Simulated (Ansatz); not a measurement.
```json
{"atom": "S", "x (Å)": "0.0000", "y (Å)": "0.0000", "z (Å)": "0.0000"}
{"atom": "O", "x (Å)": "0.0000", "y (Å)": "0.0000", "z (Å)": "2.8310"}
```

Basis set: 6-31G (spherical functions). Charge 0, multiplicity 1.

Computed with Ansatz (development build ahead of 0.2.0); each method stands on the lowest determinant of its kind that the runs found.

(1) Give the atomization energy at this shape (free ground-state atoms in the same class of orbitals less the molecule, no zero-point energy) of singlet SO by PBE0 (unrestricted), PBE (unrestricted), UHF.

Answers

(1)

| method | atomization energy |
| --- | --- |
| PBE0 (unrestricted) | 4.11 kcal/mol |
| PBE (unrestricted) | 8.36 kcal/mol |
| UHF | -0.53 kcal/mol |

Caution: another spin multiplicity may lie lower; the shape is not the minimum; the unrestricted determinant is a mixture of spin states.

This basis has no polarisation functions and is too small for such energies, which can lie far from measured ones in either direction.
